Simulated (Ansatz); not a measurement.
Basis-set extrapolation for C3H5FSi (`FCC1=C[SiH2]1`) (PBE0-D4/def2-TZVP geometry, frozen core, Ansatz 0.2.0). Multiplicity 1, RHF reference.

|  | def2-TZVPP | def2-QZVPP |
| --- | --- | --- |
| HF | -504.903629 | -504.922051 |
| MP2 correlation | -0.844285 | -0.908035 |
| CCSD(T) correlation | -0.916511 | not run |

Energies in hartree. Use E(X) = E(∞) + A·exp(−7.88·√X) for Hartree–Fock and E(X) = E(∞) + B·X^(−2.97) for correlation, with X = 3 and 4, and add CCSD(T) minus MP2 of the smaller set to the MP2 limit.

Task: What is the CCSD(T) energy at the basis-set limit?

Result: HF limit: -504.922051 + (-0.018422) × 0.13774 = -504.92459. MP2 limit: -0.908035 + (-0.063750) × 0.74074 = -0.95526. Higher-order term: -0.916511 − (-0.844285) = -0.07223. Total: -505.95208 hartree, 346.4 kJ/mol below CCSD(T)/def2-TZVPP.
